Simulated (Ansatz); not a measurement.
Basis-set extrapolation for BFH4O2Si, SMILES `OB(F)O[SiH3]` (PBE0-D4/def2-TZVP geometry, frozen core, Ansatz). Multiplicity 1, RHF reference.

|  | def2-TZVPP | def2-QZVPP |
| --- | --- | --- |
| HF | -565.474419 | -565.496895 |
| MP2 correlation | -0.934809 | -1.013863 |
| CCSD(T) correlation | -0.992202 | -1.067083 |

Energies in hartree. Use E(X) = E(∞) + A·exp(−7.88·√X) for Hartree–Fock and E(X) = E(∞) + B·X^(−2.97) for correlation, with X = 3 and 4.

Q: What is the CCSD(T) energy at the basis-set limit?

A: HF limit: -565.496895 + (-0.022476) × 0.13774 = -565.49999. Correlation limit: -1.067083 + (-0.074881) × 0.74074 = -1.12255. Total: -566.62254 hartree, 4.24 eV below CCSD(T)/def2-TZVPP.
